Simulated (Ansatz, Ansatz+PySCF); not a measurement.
```xyz
2

N     0.0000    0.0000   -0.5605
O     0.0000    0.0000    0.4905
```

Basis set: def2-SVP (spherical functions). Frozen core: 2 orbitals. Correlation on ROHF uses semicanonical orbitals with singles. Charge 0, multiplicity 2.

Computed with Ansatz (development build ahead of 0.2.0); each method stands on the lowest determinant of its kind that the runs found.

The atomization energy at this shape (free ground-state atoms in the same class of orbitals less the molecule, no zero-point energy) of doublet NO:

```json
{"method": "ROHF-CCSD", "atomization energy": "478.5 kJ/mol"}
{"method": "ROHF-MP2", "atomization energy": "539.8 kJ/mol"}
{"method": "UHF-MP2", "atomization energy": "531.3 kJ/mol"}
{"method": "UHF", "atomization energy": "191.4 kJ/mol"}
{"method": "ROHF", "atomization energy": "199.1 kJ/mol"}
```

**Question.** What does ROHF-CCSD(T) give?

**Answer.** 498.3 kJ/mol. Caution: the shape is not the minimum.
